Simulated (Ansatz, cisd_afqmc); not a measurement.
Species: P, charge -1, triplet.

Total energies in aug-cc-pV(D+d)Z, 6 correlated electrons, 5 frozen orbitals. Open shells are spin-unrestricted; no spin-orbit coupling. Correlated methods leave the cores frozen. No relativity. The Monte Carlo rows (phaseless AFQMC, CISD trial, step 0.005/hartree) carry one-sigma bars that omit the constraint's bias. Outlying blocks are dropped, and bars are widened where a walk drifts. Over all cases where full CI ran beside it in this data, AFQMC minus full CI had a median of +0.1 mEh and passed +0.4 mEh in a tenth of the cases. Full CI freezes restricted core orbitals and the other rows unrestricted ones, which leaves a small offset even where coupled cluster is exact.

```csv
method,program,energy (Eh),error against FCI (mEh)
HF,Ansatz,-340.69661,116.53
MP2,Ansatz,-340.78781,25.33
CCSD,Ansatz,-340.80831,4.82
CCSD(T),Ansatz,-340.81194,1.20
CCSDT(Q),Ansatz,-340.81310,0.03
CCSDTQ,Ansatz,-340.81314,0.00
AFQMC/CISD,cisd_afqmc,-340.8124 ± 0.0002,0.7 ± 0.2
FCI,Ansatz,-340.81314,0.00
```

Ansatz is a quantum-chemistry and plane-wave program.
